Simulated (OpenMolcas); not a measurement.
## Nd⁴⁺: the spin-orbit constant, worked from levels

```
Program             : OpenMolcas
Basis               : ANO-R3 [9s8p5d5f3g1h]
Scalar Hamiltonian  : X2C, finite nucleus
Active space        : 2 electrons in 7 orbitals (4f)
State averaging     : 2S+1 = 3 even, 21 roots; 2S+1 = 1 even, 28 roots (27 in the spin-orbit step)
Spin-orbit coupling : RASSI with atomic mean-field integrals over the reference wave functions, term energies averaged over their components
```

Methods: CASSCF; SS-CASPT2, IPEA 0.25 Eh, imaginary shift 0.1 Eh (closed shells correlated: 5s 5p). Measured levels: the list in Carvajal Gallego et al., Mon. Not. R. Astron. Soc. 518, 332 (2023).

**The spin-orbit constant.** For the Hund term ³H of f2, E(J) = (A/2) J(J+1) + constant and ζ = 2S·A = 2A. From J = 4 to J = 6 the energy changes by 11 A.

| Source | E(6) - E(4) | A | ζ |
| --- | --- | --- | --- |
| CASSCF | 6041.8 | 549.3 | 1099 |
| SS-CASPT2 | 6063.2 | 551.2 | 1102 |
| measured | 5743.4 | 522.1 | 1044 |

All in cm-1. SS-CASPT2 is off by +5.6 % and CASSCF by +5.2 %. Both methods take the spin-orbit matrix elements from the reference wave functions, so the second can move ζ only through the term energies and any multistate remixing. Second-order mixing with other terms is absorbed into this ζ.

CASPT2 breaks the degeneracy within a term, and the mean is taken; among the terms shown or strongly mixed into the levels shown the widest spread is 20 cm-1 (4f² ³H, SS-CASPT2). Some high roots are left out of the spin-orbit mixing, which shifts the levels that they would mix with. Without dynamic correlation excited terms often stand tens of per cent too high (terms of higher spin than the ground term too low), and those without a measured partner can miss by more than the paired ones (holds for CASSCF). Measured partners are found by configuration, term and J. A level has none where our copy of the source lacks it or the pairing is in doubt (some pairs that miss far off the trend of their configuration count as doubtful), and it then counts in no deviation. Only configurations of the active space appear.
